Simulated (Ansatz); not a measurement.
Reaction (substitution at a C–S bond): `BC(=C)S` + CH₃SH → `BC(=C)SC` + H₂S

Isolated molecules relaxed with PBE0-D4/def2-TZVP in Ansatz; ΔE leaves out vibrations. CCSD(T)/CBS is the MP2 limit (def2-TZVPP, def2-QZVPP) plus CCSD(T) − MP2 in def2-TZVPP, frozen cores. This one scheme is used for every species. Each species was taken in one conformer, which may not be the lowest.

```tsv
species	CCSD(T)/def2-TZVPP energy (Eh)
`BC(=C)S`	-501.54640
CH₃SH	-438.16519
`BC(=C)SC`	-540.78295
H₂S	-398.93111
```

Work out ΔE.

ΔE = (-540.78295) + (-398.93111) − (-501.54640) − (-438.16519) = -0.00247 Eh = -0.07 eV. CCSD(T)/CBS gives -0.07 eV.

Largest T1 diagnostic among the species: 0.012.

The D4 term adds −0.05 eV with B3LYP and −0.03 eV with PBE0; it sums over pairs of atoms, weighted by their polarisabilities, and B3LYP, whose exchange is more repulsive, gets the larger term. In def2-TZVPP, CCSD(T) changes the Hartree–Fock value by −0.09 eV (the triples alone add −0.02 eV) and MP2 by −0.11 eV.

B3LYP here is the variant with VWN-RPA as its local correlation; programs differ in this.
